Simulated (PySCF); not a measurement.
# Reading the logs of faulty runs: AlBFO

All numbers below are calculated, not measured. They come from PySCF 2.14.0, an open-source quantum chemistry program, on an isolated molecule that a program drew, which may never have been made. The molecule is AlBFO (charge 0, doublet), drawn as the SMILES string `O=[B][Al][F]`.

Each row is a Hartree-Fock (HF) and frozen-core CCSD(T) single point in the cc-pV(D+d)Z basis, meant for a local HF minimum. Run 1 is clean. Each other run has one planted mistake out of seven kinds, and not every kind appears here: one electron removed, one electron added, multiplicity raised by two, geometry at a saddle point, minimal basis STO-3G, one bond length entered in bohr, all coordinates scaled. The reference is restricted for singlets and unrestricted otherwise, and also for a bond in bohr. Adding or removing an electron swaps singlet and doublet. Electrons count all cores. HOMO and LUMO are orbital energies over both spins, the gradient is its largest component, and the lowest frequency (negative if imaginary) is given only where the gradient is small. Bond lengths are over the 3 bonds as drawn. T1 is the CCSD diagnostic: over 0.02 (restricted) or 0.045 (unrestricted) a single reference is doubtful.

Geometry of the clean run:
```xyz
4
AlBFO, angstrom
O    -0.6516   -0.9960   -1.0304
B    -1.3836   -0.3714   -0.3349
Al   -2.6121    0.8485    0.9358
F    -4.1196    0.2336    1.2241
```

| run | electrons | basis functions | <S^2> | HOMO (eV) | LUMO (eV) | gradient (hartree/bohr) | lowest frequency (cm^-1) | mean bond (Å) | longest bond (Å) | T1 | HF (hartree) | CCSD(T) (hartree) | mistake |
|---|---|---|---|---|---|---|---|---|---|---|---|---|---|
| 1 | 35 | 65 | 0.758 | -9.68 | -0.06 | 1.1e-05 | 142 | 1.6628 | 2.148 | 0.0216 | -441.01338 | -441.52190 | no fault |
| 2 | 35 | 65 | 0.772 | -10.31 | -0.66 | 1.0e-01 | - | 1.8274 | 2.360 | 0.0276 | -440.97441 | -441.49989 | all coordinates scaled |
| 3 | 34 | 65 | 0.000 | -19.11 | -8.51 | 4.4e-02 | - | 1.6628 | 2.148 | 0.0257 | -440.67847 | -441.19719 | one electron removed |
| 4 | 35 | 65 | 3.780 | -7.81 | -3.65 | 3.5e-02 | - | 1.6628 | 2.148 | 0.0335 | -440.82665 | -441.31682 | ? |

**Which mistake was planted in run 4, and what did it cost?**

Electrons, basis and geometry are unchanged, and <S^2> is 3.780, beside S(S+1) = 3.75 for a multiplicity of 4. So the mistake is: multiplicity raised by two. Subtracting run 1 and multiplying by 627.51 kcal/mol a hartree, the energy moved by 117.2 kcal/mol in HF and 128.7 kcal/mol in CCSD(T).

Cautions from the logs. Run 3: T1 is over the limit, so its CCSD(T) energy is less reliable.
